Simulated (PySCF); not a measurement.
SMILES [O]([SiH3])[Be][OH] (H4BeO2Si), singlet, B3LYP/def2-SVP optimised geometry.

```
8

Be    -1.59    -1.87     2.45
O     -2.09    -2.54     3.56
H     -2.43    -3.00     4.31
O     -1.09    -1.18     1.32
Si    -0.51    -0.38     0.00
H      0.98    -0.38     0.00
H     -0.98     1.04     0.00
H     -0.98    -1.04    -1.26
```

Density from B3LYP/def2-TZVP (PySCF) at that geometry.

Minimum of the electron density along straight lines between bonded atoms, close to the bond critical point (lines longer than 1.1 times the sum of covalent radii, or with two minima, are not listed):

| bond | length / Å | ρ at the minimum / e bohr⁻³ | ∇²ρ there / e bohr⁻⁵ | position (fraction from the first atom) |
|---|---|---|---|---|
| Be1–O2 | 1.387 | 0.136 | ___ | 0.36 |
| O2–H3 | 0.948 | 0.362 | ___ | 0.82 |
| Be1–O4 | 1.418 | 0.131 | 1.15 | 0.36 |
| O4–Si5 | 1.645 | 0.134 | ___ | 0.59 |
| Si5–H6 | 1.493 | 0.122 | 0.14 | 0.49 |
| Si5–H7 | 1.493 | 0.122 | 0.14 | 0.49 |
| Si5–H8 | 1.493 | 0.122 | 0.14 | 0.49 |

### Question
Complete the blanks.

### Answer

- Be1–O2, ∇²ρ there / e bohr⁻⁵: 1.29
- O2–H3, ∇²ρ there / e bohr⁻⁵: -2.56
- O4–Si5, ∇²ρ there / e bohr⁻⁵: 0.84
